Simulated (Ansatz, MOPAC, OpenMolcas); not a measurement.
**A ladder of methods for CuCl (cuprous chloride)**

CuCl: 2 atoms, total charge 0, spin state singlet. As SMILES, `[Cl][Cu]`. The shape is that of a PBE0-D4/def2-TZVP optimisation.

```csv
atom,x (Å),y (Å),z (Å)
Cl,0.8983,-0.3452,0.4464
Cu,-0.8688,0.2850,-0.4424
```

Quantity: the atomisation enthalpy at 298 K, in kJ/mol. The values are calculated. The thermal term (zero-point and 298 K enthalpy, harmonic and unscaled) is that of BLYP/cc-pVTZ; the spin-orbit lowering of the free atoms at 298 K, 3.4 kJ/mol by their spectra, is taken off. NDDO methods give heats of formation directly, which measured atomic heats turn into atomisation enthalpies; they were fitted to such heats, often of this very molecule.

**The experiment to reproduce.** NIST-JANAF tables gives the atomisation enthalpy at 298 K of the gas as 368 kJ/mol.

```json
{"level": "PM7", "kind": "semi-empirical", "program": "MOPAC", "value (kJ/mol)": "424", "computed − measured": "+56"}
{"level": "HF/cc-pVTZ", "kind": "Hartree–Fock", "program": "Ansatz", "value (kJ/mol)": "245", "computed − measured": "-123"}
{"level": "SVWN5/cc-pVTZ", "kind": "LDA", "program": "OpenMolcas", "value (kJ/mol)": "424", "computed − measured": "+56"}
{"level": "BLYP/cc-pVTZ", "kind": "GGA", "program": "OpenMolcas", "value (kJ/mol)": "340", "computed − measured": "-28"}
{"level": "PBE/cc-pVTZ", "kind": "GGA", "program": "Ansatz", "value (kJ/mol)": "365", "computed − measured": "-3"}
{"level": "M06-L/cc-pVTZ", "kind": "meta-GGA", "program": "OpenMolcas", "value (kJ/mol)": "384", "computed − measured": "+16"}
{"level": "PBE0/cc-pVTZ", "kind": "global hybrid", "program": "OpenMolcas", "value (kJ/mol)": "353", "computed − measured": "-15"}
{"level": "MP2/cc-pVTZ", "kind": "perturbation theory", "program": "Ansatz", "value (kJ/mol)": "372", "computed − measured": "+4"}
{"level": "CCSD/cc-pVTZ", "kind": "coupled cluster or CI", "program": "Ansatz", "value (kJ/mol)": "339", "computed − measured": "-29"}
```

Nearest: PBE/cc-pVTZ (-3 kJ/mol); farthest: HF/cc-pVTZ (-123 kJ/mol). Computed less measured by kind, in kJ/mol (cc-pVTZ rows): semi-empirical +56; Hartree–Fock -123; LDA +56; GGA -28 to -3; meta-GGA +16; global hybrid -15; perturbation theory +4; coupled cluster or CI -29. In a finite basis correlated wave-function methods underbind, so their errors here aren't those of the basis-set limit. The measured heats of formation of B, Si, Al and metal atoms are uncertain by some kJ/mol each.
